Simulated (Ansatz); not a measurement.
Program: Ansatz. Geometries: PBE0-D4/def2-TZVP. ΔE: electronic, gas phase. CBS: MP2 limit from def2 TZ/QZ plus the TZ coupled-cluster correction, frozen cores. DFT in def2-TZVPP. def2 core potentials past Kr. For Te outer-core shells are correlated without core-valence functions, which leaves a few kJ/mol of doubt a bond. Each species was taken in one conformer, which may not be the lowest.

Consider the redistribution: `COBO` + `C[SiH](N)[TeH]` → `OB[TeH]` + `CO[SiH](C)N`.

| level | ΔE (kcal/mol) |
| --- | --- |
| ωB97X-V | 11.4 |
| CCSD/CBS(def2) | 11.5 |

What does CCSD(T)/CBS give? (An estimate is asked.)

Computed: +11.3 kcal/mol. The listed levels differ from it by 0.1, 0.2 kcal/mol.

Largest T1 diagnostic among the species: 0.013.

In def2-TZVPP, CCSD(T) changes the Hartree–Fock value by −1.5 kcal/mol (the triples alone add −0.2 kcal/mol) and MP2 by −1.2 kcal/mol.
